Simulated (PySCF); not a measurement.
Spectrum to structure. Computed with PySCF 2.14.0, density-fitted response routines, TDDFT CAM-B3LYP/def2-SVPD, vertical, gas phase, core orbitals frozen in the response. Geometries: GFN2-xTB, one conformer each.

```tsv
state	E (eV)	λ (nm)	f
S1	4.97	249.5	0.0000
S2	5.12	242.0	0.502
S3	6.19	200.3	0.0000
S4	6.39	194.0	0.0000
S5	6.80	182.3	0.096
S6	6.90	179.7	0.0005
S7	7.50	165.3	0.0071
S8	7.55	164.1	0.0056
```

Triplets computed (Tamm–Dancoff): 2.93, 4.69, 5.26 eV.

Question: Which candidate is it?
A. `C1CC[C@H]2O[C@H]2C1`
B. `CS[C@H]1[C@@H](CC1)S`
C. `C#C/C=C/C#N`

Answer: C. Its S1, at 4.97 eV, is the lowest among the candidates; the nearest of the others has S1 at 5.32 eV. S1 is HOMO-1→LUMO (96%). Löwdin shares by element: HOMO carbon 74% or more (atoms not listed hold the other 26%); LUMO carbon 60% or more, nitrogen 11% (atoms not listed hold the other 29%). At the same level the other candidates give, for their lowest levels:
- `C1CC[C@H]2O[C@H]2C1`: 7.68 eV (f 0.025); 8.03 eV (f 0.001); 8.24 eV (f 0.014); 8.33 eV (f 0.022); 8.43 eV (f 0.023); T1 7.51 eV; HOMO -9.14, LUMO 1.39 eV
- `CS[C@@H]1CC[C@H]1S`: 5.32 eV (f 0.000); 5.47 eV (f 0.003); 6.08 eV (f 0.027); 6.15 eV (f 0.037); 6.49 eV (f 0.011); T1 4.89 eV; HOMO -7.67, LUMO 1.00 eV
